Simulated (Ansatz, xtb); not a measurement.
Potential energy curve for SAl (cation, charge +1), lowest triplet found (which spin is the ground state isn't settled by this scan).

Levels of theory: GFN1-xTB (xtb); ROCCSDT(Q) = CCSDT(Q)/B on ROHF/cc-pVDZ, frozen core (Ansatz, a quantum-chemistry and plane-wave program); ROCCSD(T) = CCSD(T) on ROHF/cc-pVDZ, frozen core (Ansatz).

Total energies in hartree (comparable only within one method and basis):

| R / Å | GFN1-xTB | ROCCSDT(Q) | ROCCSD(T) |
|---|---|---|---|
| 1.62 | -4.16304 | -639.11977 | -639.11875 |
| 1.77 | -4.33037 | -639.23796 | -639.23685 |
| 1.89 | -4.38844 | -639.28847 | -639.28728 |
| 1.95 | -4.40395 | -639.30408 | -639.30284 |
| 2.04 | -4.41701 | -639.31901 | -639.31769 |
| 2.13 | -4.42216 | -639.32659 | -639.32519 |
| 2.24 | -4.42222 | -639.32940 | -639.32793 |
| 2.26 | -4.42175 | -639.32939 | -639.32792 |
| 2.36 | -4.41803 | -639.32790 | -639.32643 |
| 2.45 | -4.41339 | — | — |

Dashes: no converged value, or the column stops at the first point that the program doubted or that broke a chosen test of continuity, which isn't proof of a fault.

The scan ran from 1.62 to 7.75 Å; beyond the distances shown full CI changes its symmetry label.
